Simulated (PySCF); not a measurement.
BeCl2: fields on a plane

Level of theory: PySCF, PBE0, basis Be def2-TZVP, Cl def2-TZVP (no relativity, density fitting).

The singlet minimum has Be–Cl 1.801 Å (×2); Cl–Be–Cl 180.0°.

The plane holds Be1 at (0.00, 0.00), Cl2 at (1.80, 0.00), Cl3 at (-1.80, 0.00) Å. Columns run from x = -3.75 to 4.05 Å, rows from y = 2.25 (top) to -1.95 Å, in steps of 0.3 Å. Other isomers or separated fragments may lie lower.

Task: Give the electron density (e/Å³) (cut at 5 e/Å³). Lower edges of the bins (e/Å³): '_' 0.000, '.' 0.030, ':' 0.076, '-' 0.151, '=' 0.268, '+' 0.455, '*' 0.750, '#' 1.218, '%' 1.960, '@' 3.136; top 5.00, each point printed twice.

Result: 
```
______________________________________________________
______________________________________________________
__________........________________........____________
________..::::::::::....____....::::::::::..__________
______..--========--::::....::::--========--..________
____..--==********++==--::::--==++********==--..______
____::==**##%%%%##**++========++**##%%%%##**==::______
____::==**%%@@@@%%##**++@@@@++**##%%@@@@%%**==::______
____::==**%%@@@@%%##**++@@@@++**##%%@@@@%%**==::______
____::==**##%%%%##**++========++**##%%%%##**==::______
____..--==********++==--::::--==++********==--..______
______..--========--::::....::::--========--..________
________..::::::::::....____....::::::::::..__________
__________........________________........____________
______________________________________________________
```

Task: Give the electrostatic potential (V) (cut at 20 V). Every second row and column.

Result: 
```
-0.1 -0.1 -0.2 -0.1  0.1  0.4  0.7  0.6  0.3  0.0 -0.1 -0.1 -0.1 -0.1
-0.1 -0.2 -0.1  0.0  0.3  1.0  1.9  1.6  0.6  0.1 -0.1 -0.2 -0.1 -0.1
-0.1  0.1  1.7  5.2  3.8  3.5  7.0  5.3  2.8  5.3  3.5  0.6  0.0 -0.1
 0.0  1.1 13.7 20.0 20.0 11.9 20.0 20.0 15.7 20.0 20.0  4.0  0.3  0.0
 0.1  1.6 20.0 20.0 20.0 16.8 20.0 20.0 20.0 20.0 20.0  6.0  0.4  0.0
 0.0  0.6  5.6 20.0 13.6  6.7 15.0 10.7  7.1 20.0 13.2  1.9  0.1 -0.1
-0.1 -0.1  0.3  1.0  1.0  1.8  3.5  2.8  1.1  1.1  0.7  0.0 -0.1 -0.1
-0.1 -0.2 -0.2 -0.1  0.1  0.7  1.1  0.9  0.3  0.0 -0.2 -0.2 -0.1 -0.1
```
